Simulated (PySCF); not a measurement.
# An isoelectronic set: 55 electrons

CCSD(T) in PySCF with x2c-SVPall on every atom, spin-free X2C, for the lowest determinant that a PBE0 search found; no spin–orbit coupling. All have 55 electrons, 7 of them in the valence shells, and the same state, a quartet (σ ↑, π ↑↑). For ions De leads to the atom and ion picked by measured ionisation energies and electron affinities.

```
species  difference of nuclear charges  Re (Å)  ωe (cm⁻¹)  k (mdyn/Å)  De (eV)  dissociates to
    InC                             43   2.217        490        1.54     2.58          In + C
    SnB                             45   2.202        548        1.78     2.36          Sn + B
   BeSb                             47   2.481        387       0.742     0.35         Be + Sb
   SnC⁺                             44   2.129        602        2.33     2.35         Sn⁺ + C
```

Task: Which member of the whole set has the stiffest bond, and how does it compare with the softest?

Result: SnC⁺ with k = 2.33 mdyn/Å, 3.1 times that of BeSb.

Correlated steps freeze the inner cores (18 to 19 orbitals); shallow outer-core shells are correlated. Weak bonds: BeSb. Basis-set superposition, not corrected here, can be much of De in a small basis, most of all at correlated wavefunction levels. Spin–orbit coupling is left out, which matters for elements this heavy, above all for dissociation energies. For an ion De counts to the pair picked by the measured ionisation energies or electron affinities, which need not be the lowest pair at this level. States were picked by a PBE0 search and need not be the measured ground states.
